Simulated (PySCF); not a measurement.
Simulation results for Al$_{2}$H$_{4}$

Computed with PySCF 2.14.0. Calculation on a computer-drawn molecule: vertical ionisation energy to the stated ion spin, frozen-core CCSD(T) at the basis limit and cheaper methods, single-reference cases, UHF for radicals, no spin-orbit; all values are single points at the evaluated structure, the first of each entry, which is the reference or a displaced copy of it and isn't optimised; the reference structure only sets the zero of the energies above reference; triples share is (T) over the correlation energy.

Common to all runs: charge 0; multiplicity 1; ion multiplicity 2; diffuse functions no; basis cc-pV(n+d)Z; reference is the Hartree-Fock double-zeta minimum; best is HF at quadruple zeta + MP2 correlation extrapolated from triple and quadruple zeta + CCSD(T) minus MP2 at triple zeta; basis step is the size of the change from the same recipe one zeta lower.

(1) 
```xyz
6
formula=Al2H4 ionisation_energy_best=9.073 ionisation_energy_basis_step=0.03597 energy_above_reference_best=6.941 energy_above_reference_basis_step=0.02335 ionisation_energy_Koopmans_at_triple_zeta=9.127 ionisation_energy_EOM_CCSD_at_triple_zeta=9.046 total_energy_HF_triple_zeta=-486.1333 total_energy_CCSD(T)_triple_zeta=-486.3415 total_energy_best=-486.3657 T1_diagnostic_at_triple_zeta=0.01176 D1_diagnostic_at_triple_zeta=0.0227 ion_T1_diagnostic_at_triple_zeta=0.02329 ion_D1_diagnostic_at_triple_zeta=0.05549 ion_spin_squared_at_triple_zeta=0.7896 triples_share_at_triple_zeta=0.02224 basis_functions_triple_zeta=134 dipole_magnitude_HF_at_triple_zeta=0.9678 dipole_magnitude_CCSD_unrelaxed_at_triple_zeta=0.8476 dipole_magnitude_PBE_at_triple_zeta=0.7692 dipole_magnitude_r2SCAN_at_triple_zeta=0.8147 dipole_magnitude_B3LYP_at_triple_zeta=0.8422 dipole_magnitude_wB97X_at_triple_zeta=0.8842
Al     0.0203    -0.9447    -0.7326
Al     1.8068     0.8818    -0.1510
H     -1.0649    -0.6320    -1.7926
H      0.0820    -2.4233    -0.0517
H      1.5857     1.8473     1.3572
H      3.2105     0.9326    -0.7957
```

Units: ionisation_energy_best, ionisation_energy_basis_step, ionisation_energy_Koopmans_at_triple_zeta, ionisation_energy_EOM_CCSD_at_triple_zeta in eV; energy_above_reference_best, energy_above_reference_basis_step in kcal/mol; total_energy_HF_triple_zeta, total_energy_CCSD(T)_triple_zeta, total_energy_best in hartree; dipole_magnitude_HF_at_triple_zeta, dipole_magnitude_CCSD_unrelaxed_at_triple_zeta, dipole_magnitude_PBE_at_triple_zeta, dipole_magnitude_r2SCAN_at_triple_zeta, dipole_magnitude_B3LYP_at_triple_zeta, dipole_magnitude_wB97X_at_triple_zeta in debye.

Reference structure:
```xyz
6
Al2H4
Al     0.0337    -0.9673    -0.7349
Al     1.8453     0.8036    -0.0473
H     -1.1233    -0.6287    -1.7708
H      0.0292    -2.4411    -0.1396
H      1.6383     1.7830     1.1873
H      3.2136     0.9595    -0.8410
```

Drawn bonds:
```
atom  other atom  order
   1           2      1
   1           3      1
   1           4      1
   2           5      1
   2           6      1
```

Triple zeta:
```
 method  ionisation energy (eV)  energy above reference (kcal/mol)
     HF                   8.205                              7.508
    PBE                   8.663                              6.015
 r2SCAN                   8.732                              6.682
  B3LYP                    8.84                              6.829
  wB97X                    8.96                              7.068
    MP2                   8.934                              7.368
   CCSD                   8.958                              6.968
CCSD(T)                   8.978                              6.873
```

(2) 
```xyz
6
formula=Al2H4 ionisation_energy_best=9.197 ionisation_energy_basis_step=0.03521 energy_above_reference_best=0.6174 energy_above_reference_basis_step=0.01675 ionisation_energy_Koopmans_at_triple_zeta=9.244 ionisation_energy_EOM_CCSD_at_triple_zeta=9.169 total_energy_HF_triple_zeta=-486.1440 total_energy_CCSD(T)_triple_zeta=-486.3515 total_energy_best=-486.3757 T1_diagnostic_at_triple_zeta=0.01105 D1_diagnostic_at_triple_zeta=0.01925 ion_T1_diagnostic_at_triple_zeta=0.02057 ion_D1_diagnostic_at_triple_zeta=0.05976 ion_spin_squared_at_triple_zeta=0.7692 triples_share_at_triple_zeta=0.02169 basis_functions_triple_zeta=134 dipole_magnitude_HF_at_triple_zeta=0.2559 dipole_magnitude_CCSD_unrelaxed_at_triple_zeta=0.228 dipole_magnitude_PBE_at_triple_zeta=0.2058 dipole_magnitude_r2SCAN_at_triple_zeta=0.2188 dipole_magnitude_B3LYP_at_triple_zeta=0.2227 dipole_magnitude_wB97X_at_triple_zeta=0.2326
Al     0.0658    -0.9596    -0.7343
Al     1.8217     0.8475    -0.0685
H     -1.1309    -0.6086    -1.7814
H      0.0084    -2.4294    -0.0854
H      1.6690     1.7866     1.1943
H      3.1770     0.9601    -0.8291
```

Units: ionisation_energy_best, ionisation_energy_basis_step, ionisation_energy_Koopmans_at_triple_zeta, ionisation_energy_EOM_CCSD_at_triple_zeta in eV; energy_above_reference_best, energy_above_reference_basis_step in kcal/mol; total_energy_HF_triple_zeta, total_energy_CCSD(T)_triple_zeta, total_energy_best in hartree; dipole_magnitude_HF_at_triple_zeta, dipole_magnitude_CCSD_unrelaxed_at_triple_zeta, dipole_magnitude_PBE_at_triple_zeta, dipole_magnitude_r2SCAN_at_triple_zeta, dipole_magnitude_B3LYP_at_triple_zeta, dipole_magnitude_wB97X_at_triple_zeta in debye.

Reference structure:
```xyz
6
Al2H4
Al     0.0337    -0.9673    -0.7349
Al     1.8453     0.8036    -0.0473
H     -1.1233    -0.6287    -1.7708
H      0.0292    -2.4411    -0.1396
H      1.6383     1.7830     1.1873
H      3.2136     0.9595    -0.8410
```

Drawn bonds:
```
atom  other atom  order
   1           2      1
   1           3      1
   1           4      1
   2           5      1
   2           6      1
```

Triple zeta:
```
 method  ionisation energy (eV)  energy above reference (kcal/mol)
     HF                   8.321                             0.7742
    PBE                   8.786                             0.5241
 r2SCAN                   8.859                             0.5768
  B3LYP                   8.966                             0.6093
  wB97X                   9.071                             0.6162
    MP2                   9.037                             0.6946
   CCSD                   9.082                             0.6419
CCSD(T)                   9.103                             0.6296
```

(3) 
```xyz
6
formula=Al2H4 ionisation_energy_best=9.071 ionisation_energy_basis_step=0.02759 energy_above_reference_best=41.31 energy_above_reference_basis_step=0.06676 ionisation_energy_Koopmans_at_triple_zeta=9.284 ionisation_energy_EOM_CCSD_at_triple_zeta=9.084 total_energy_HF_triple_zeta=-486.0715 total_energy_CCSD(T)_triple_zeta=-486.2868 total_energy_best=-486.3109 T1_diagnostic_at_triple_zeta=0.01961 D1_diagnostic_at_triple_zeta=0.05039 ion_T1_diagnostic_at_triple_zeta=0.02444 ion_D1_diagnostic_at_triple_zeta=0.06496 ion_spin_squared_at_triple_zeta=0.7861 triples_share_at_triple_zeta=0.02555 basis_functions_triple_zeta=134 dipole_magnitude_HF_at_triple_zeta=1.879 dipole_magnitude_CCSD_unrelaxed_at_triple_zeta=1.35 dipole_magnitude_PBE_at_triple_zeta=1.311 dipole_magnitude_r2SCAN_at_triple_zeta=1.395 dipole_magnitude_B3LYP_at_triple_zeta=1.498 dipole_magnitude_wB97X_at_triple_zeta=1.685
Al     0.1229    -0.8488    -0.7911
Al     1.7919     0.6790    -0.0766
H     -1.0982    -0.7189    -1.6618
H      0.0537    -2.9787    -0.0307
H      1.6276     1.7921     1.0884
H      3.3278     0.9830    -0.9267
```

Units: ionisation_energy_best, ionisation_energy_basis_step, ionisation_energy_Koopmans_at_triple_zeta, ionisation_energy_EOM_CCSD_at_triple_zeta in eV; energy_above_reference_best, energy_above_reference_basis_step in kcal/mol; total_energy_HF_triple_zeta, total_energy_CCSD(T)_triple_zeta, total_energy_best in hartree; dipole_magnitude_HF_at_triple_zeta, dipole_magnitude_CCSD_unrelaxed_at_triple_zeta, dipole_magnitude_PBE_at_triple_zeta, dipole_magnitude_r2SCAN_at_triple_zeta, dipole_magnitude_B3LYP_at_triple_zeta, dipole_magnitude_wB97X_at_triple_zeta in debye.

Reference structure:
```xyz
6
Al2H4
Al     0.0337    -0.9673    -0.7349
Al     1.8453     0.8036    -0.0473
H     -1.1233    -0.6287    -1.7708
H      0.0292    -2.4411    -0.1396
H      1.6383     1.7830     1.1873
H      3.2136     0.9595    -0.8410
```

Drawn bonds:
```
atom  other atom  order
   1           2      1
   1           3      1
   1           4      1
   2           5      1
   2           6      1
```

Triple zeta:
```
 method  ionisation energy (eV)  energy above reference (kcal/mol)
     HF                   7.846                              46.29
    PBE                   8.757                              36.95
 r2SCAN                   8.756                              39.78
  B3LYP                   8.892                              40.48
  wB97X                   9.018                              42.48
    MP2                   8.741                              44.68
   CCSD                   8.941                              41.87
CCSD(T)                   8.975                              41.23
```

(4) 
```xyz
6
formula=Al2H4 ionisation_energy_best=9.071 ionisation_energy_basis_step=0.02759 energy_above_reference_best=41.31 energy_above_reference_basis_step=0.06676 ionisation_energy_Koopmans_at_triple_zeta=9.284 ionisation_energy_EOM_CCSD_at_triple_zeta=9.084 total_energy_HF_triple_zeta=-486.0715 total_energy_CCSD(T)_triple_zeta=-486.2868 total_energy_best=-486.3109 T1_diagnostic_at_triple_zeta=0.01961 D1_diagnostic_at_triple_zeta=0.05039 ion_T1_diagnostic_at_triple_zeta=0.02444 ion_D1_diagnostic_at_triple_zeta=0.06496 ion_spin_squared_at_triple_zeta=0.7861 triples_share_at_triple_zeta=0.02555 basis_functions_triple_zeta=134 dipole_magnitude_HF_at_triple_zeta=1.879 dipole_magnitude_CCSD_unrelaxed_at_triple_zeta=1.35 dipole_magnitude_PBE_at_triple_zeta=1.311 dipole_magnitude_r2SCAN_at_triple_zeta=1.395 dipole_magnitude_B3LYP_at_triple_zeta=1.498 dipole_magnitude_wB97X_at_triple_zeta=1.685
Al     0.1229    -0.8488    -0.7911
Al     1.7919     0.6790    -0.0766
H     -1.0982    -0.7189    -1.6618
H      0.0537    -2.9787    -0.0307
H      1.6276     1.7921     1.0884
H      3.3278     0.9830    -0.9267
```

Units: ionisation_energy_best, ionisation_energy_basis_step, ionisation_energy_Koopmans_at_triple_zeta, ionisation_energy_EOM_CCSD_at_triple_zeta in eV; energy_above_reference_best, energy_above_reference_basis_step in kcal/mol; total_energy_HF_triple_zeta, total_energy_CCSD(T)_triple_zeta, total_energy_best in hartree; dipole_magnitude_HF_at_triple_zeta, dipole_magnitude_CCSD_unrelaxed_at_triple_zeta, dipole_magnitude_PBE_at_triple_zeta, dipole_magnitude_r2SCAN_at_triple_zeta, dipole_magnitude_B3LYP_at_triple_zeta, dipole_magnitude_wB97X_at_triple_zeta in debye.

Reference structure:
```xyz
6
Al2H4
Al     0.0337    -0.9673    -0.7349
Al     1.8453     0.8036    -0.0473
H     -1.1233    -0.6287    -1.7708
H      0.0292    -2.4411    -0.1396
H      1.6383     1.7830     1.1873
H      3.2136     0.9595    -0.8410
```

Drawn bonds:
```
atom  other atom  order
   1           2      1
   1           3      1
   1           4      1
   2           5      1
   2           6      1
```

Triple zeta:
```
 method  ionisation energy (eV)  energy above reference (kcal/mol)
     HF                   7.846                              46.29
    PBE                   8.757                              36.95
 r2SCAN                   8.756                              39.78
  B3LYP                   8.892                              40.48
  wB97X                   9.018                              42.48
    MP2                   8.741                              44.68
   CCSD                   8.941                              41.87
CCSD(T)                   8.975                              41.23
```
